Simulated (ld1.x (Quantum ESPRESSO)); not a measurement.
An all-electron radial function and its pseudo partner (Si (Z = 14))

Columns: radius, all-electron u(r) and pseudo u(r) of the 3p shell (level -7.69 eV) of silicon in the configuration [Ne] 3s2 3p1.5; PBE, non-relativistic, TM scheme, ld1.x (Quantum ESPRESSO) 7.5.

```
r (bohr)  all-electron   pseudo
   0.115        0.1297  -0.0053
   0.230        0.2513  -0.0209
   0.345        0.2749  -0.0464
   0.460        0.2247  -0.0810
   0.575        0.1336  -0.1236
   0.690        0.0253  -0.1730
   0.805       -0.0858  -0.2276
   0.920       -0.1914  -0.2854
   1.035       -0.2871  -0.3447
   1.150       -0.3711  -0.4031
   1.265       -0.4430  -0.4587
   1.380       -0.5033  -0.5095
   1.495       -0.5523  -0.5537
   1.610       -0.5906  -0.5901
   1.725       -0.6188  -0.6181
   1.840       -0.6381  -0.6376
   1.955       -0.6492  -0.6490
   2.070       -0.6534  -0.6533
   2.185       -0.6516  -0.6516
   2.300       -0.6447  -0.6447
   2.415       -0.6336  -0.6336
   2.530       -0.6192  -0.6192
   2.645       -0.6020  -0.6020
   2.760       -0.5828  -0.5828
   2.875       -0.5619  -0.5619
   2.990       -0.5401  -0.5401
```

(1) How many radial nodes do the two functions have?

(2) At about which radius was the pseudo-wave matched?

(3) Where does each function peak?

(4) Is the pseudo-wave norm-conserving?

## Answers

(1) The all-electron 3p function has n − l − 1 = 1; the pseudo-wave has 0, since the states of the same l below it are removed with the core.

(2) 2.30 bohr. The columns agree to 0.0005 from 1.96 bohr on; several derivatives are matched, so the curves merge somewhat inside the radius.

(3) Outermost all-electron maximum near 2.07 bohr, pseudo maximum near 2.07 bohr (to the table’s step).

(4) Yes: the TM scheme keeps the norm inside the radius equal to the all-electron one, which fixes the energy derivative of the logarithmic derivative at the level.
